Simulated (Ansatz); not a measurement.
`F[CH2][AlH][Br]` + CH₃OH → `C[O][AlH][Br]` + `CF` at 700 K and 1 bar (ligand exchange at the Al–C bond).

Computed with Ansatz on PBE0-D4/def2-TZVP structures; ΔE is electronic, products minus reactants. CCSD(T)/CBS is the MP2 limit (def2-TZVPP, def2-QZVPP) plus CCSD(T) − MP2 in def2-TZVPP, frozen cores. This one scheme is used for every species. For Br outer-core shells are correlated without core-valence functions, which leaves a few kJ/mol of doubt a bond. Scalar relativity is left out up to krypton. Each species was taken in one conformer, which may not be the lowest.

| species | CCSD(T)/CBS energy (Eh) | H − E (kJ/mol) | S (J/(mol·K)) |
| --- | --- | --- | --- |
| `F[CH2][AlH][Br]` | -2955.02561 | 156.7 | 427.0 |
| CH₃OH | -115.61712 | 170.8 | 288.5 |
| `C[O][AlH][Br]` | -2931.07194 | 195.3 | 435.6 |
| `CF` | -139.63461 | 133.6 | 263.9 |

H − E and S are ideal-gas, rigid-rotor, harmonic terms from PBE0-D4/def2-TZVP, for one conformer and one mirror image of each species. 1 Eh = 2625.50 kJ/mol, R = 8.31446 J/(mol·K).

Q: By hand: ΔE, ΔH, ΔS and ΔG.

A: ΔE = (-2931.07194) + (-139.63461) − (-2955.02561) − (-115.61712) = -0.06382 Eh = -167.6 kJ/mol. Δ(H − E) = 195.3 + 133.6 − 156.7 − 170.8 = 1.4, so ΔH = -166.2 kJ/mol. ΔS = 435.6 + 263.9 − 427.0 − 288.5 = -16.0 J/(mol·K). ΔG = -166.2 − 700 × (-16.0)/1000 = -155.0 kJ/mol.

Q: By hand: the equilibrium constant, and the temperature at which ΔG would vanish if ΔH and ΔS stayed fixed.

A: log₁₀ K = −ΔG/(RT ln 10) = 11.6. ΔG = 0 at ΔH/ΔS = 10388 K, far beyond where these terms or the molecules hold.

ΔH outweighs TΔS. A doubt of 5 kJ/mol in ΔE shifts log₁₀ K by 0.4 here. Other conformers and mirror images would add mixing entropy, several J/(mol·K) or more a flexible species. These are equilibria of isolated gas molecules and say nothing of rates. Largest T1 diagnostic: 0.010 (customary marks: 0.02 for closed shells, 0.045 for open ones).
